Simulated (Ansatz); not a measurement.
System: sum formula BCl₂F, net charge 0, singlet state. SMILES: FB(Cl)Cl
Structure (B3LYP-D3(BJ)/def2-TZVP (Ansatz, a quantum-chemistry and plane-wave program) minimum search):
```xyz
4

B     -0.0055     0.3570     0.0037
F     -0.0258     1.6710     0.0174
Cl    -1.5169    -0.5180    -0.0381
Cl     1.5322    -0.4717     0.0278
```
Charge 0, spin multiplicity 1.

CCSD(T) with Ansatz in growing basis sets, 24 correlated electrons. Cores are frozen in the correlated levels unless marked. UHF or UKS for open shells. No spin-orbit coupling. No relativistic terms. Costs are ratios of core time to the smallest set, on shared machines of one kind, and rough; they hold the program's checks for lower states.

| basis | functions | cost over smallest | E(corr) (Eh) | electronic atomisation energy (kcal/mol) |
|---|---|---|---|---|
| cc-pV(T+d)Z | 138 | 1× | -0.7798 | 360.2 |
| cc-pV(Q+d)Z | 238 | 5× | -0.8479 | 366.7 |

Formally CCSD grows as o²v⁴ and (T) as o³v⁴; with o = 12 and v going from 114 to 214 both grow 12-fold in the last step, while integrals and the mean field grow more slowly. That step adds 68.1 mEh of correlation energy and 6.5 kcal/mol to the atomisation energy.
